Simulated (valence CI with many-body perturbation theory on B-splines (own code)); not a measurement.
S8+: calculated level list

Calculated by valence CI with perturbative core correlation (CI+MBPT): six valence electrons over a frozen Dirac-Fock core [He], radial functions for each j: 9 s, 9 p, 8 d, 6 f, 3 g, 1 h, with the one-electron correlation potential Σ1 (screened to all orders), the two-electron term Σ2, the three-electron term Σ3, Breit, model QED; selected single and double excitations, second order for the rest, scaled by the run's own slope (own B-spline code, finite nucleus).

No measured spectrum was set against this ion. As an estimate, levels of excited configurations hold to 0.05 to 0.15 % of their energy, terms of the ground configuration to about 0.5 %. Among the levels kept, up to 1200 cm⁻¹ of a level comes from second order outside the variational space, and about a tenth of that is noise between levels of different J, which matters for small intervals.

Levels 46 to 51 of 51, with energies above the lowest level, 2s²2p⁴ ³P_2. "Leading %" is the weight of the configuration and term that name the level; weights of strongly mixed levels are sums over their largest components and can fall short. Lifetimes count E1, E2, E3, M1 and M2 decay at the calculated energies, and are blank where another channel may lead or the interval is too uncertain; long ones can be off by a factor of two.

```json
{"No.": "46", "Configuration": "2s²2p³3d", "Term": "⁵D°", "J": "0", "E (cm⁻¹)": "2008500", "Leading %": "98", "Second component": "", "g": "", "Lifetime": "293 ps"}
{"No.": "47", "Configuration": "2s²2p³3d", "Term": "⁵D°", "J": "4", "E (cm⁻¹)": "2008500", "Leading %": "98", "Second component": "", "g": "1.499", "Lifetime": "448 ps"}
{"No.": "48", "Configuration": "2s²2p³3p", "Term": "¹P", "J": "1", "E (cm⁻¹)": "2011200", "Leading %": "86", "Second component": "4 % 2s²2p³3p ³D", "g": "0.996", "Lifetime": "288 ps"}
{"No.": "49", "Configuration": "2s²2p³3p", "Term": "³P", "J": "2", "E (cm⁻¹)": "2019800", "Leading %": "85", "Second component": "7 % 2s²2p³3p ¹D", "g": "1.448", "Lifetime": "418 ps"}
{"No.": "50", "Configuration": "2s²2p³3p", "Term": "³P", "J": "1", "E (cm⁻¹)": "2020300", "Leading %": "90", "Second component": "", "g": "1.471", "Lifetime": "289 ps"}
{"No.": "51", "Configuration": "2s²2p³3p", "Term": "³P", "J": "0", "E (cm⁻¹)": "2020700", "Leading %": "94", "Second component": "", "g": "", "Lifetime": "232 ps"}
```
